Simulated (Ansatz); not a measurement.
Reaction: BHI2 (SMILES IBI) → BHI (SMILES [BH]I, doublet) + I (doublet) (the B-I bond breaks)
Each species at its own B3LYP-D3(BJ)/def2-TZVP minimum (Ansatz, a first-principles code).

Property: bond dissociation energy (electronic), in kcal/mol. Open shells are spin-unrestricted; no spin-orbit coupling. Correlated methods leave the cores frozen (noble-gas shells, and filled d and f shells in the p block). Past Kr the def2 sets carry scalar-relativistic core potentials. CBS(X,Y): correlation extrapolated as X^-3, Hartree-Fock from the larger set. A bracket is a step between two methods taken in the basis named. Spin-orbit terms, left out, reach several kcal/mol for Br and I, and more for heavier atoms.

CCSD(T)/CBS(def2-TZVPP,def2-QZVPP) + [CCSDT(Q) - CCSD(T)]/def2-TZVPP (Ansatz) gives 89.8 kcal/mol.

Question: What does PBE/def2-TZVPD (Ansatz) give here, and how do the other levels compare?

Answer: PBE gives 90.4 kcal/mol, 0.6 kcal/mol above it. Differences of the others: r2SCAN/def2-TZVPD (Ansatz) -2.5; B3LYP/def2-TZVPD (Ansatz) -5.6; PBE0/def2-TZVPD (Ansatz) -1.2; wB97M-V/def2-TZVPD (Ansatz) -0.2; B2PLYP/def2-TZVPD (Ansatz) -3.1; CCSD(T)/CBS(def2-TZVPP,def2-QZVPP) (Ansatz) 0.1 kcal/mol.
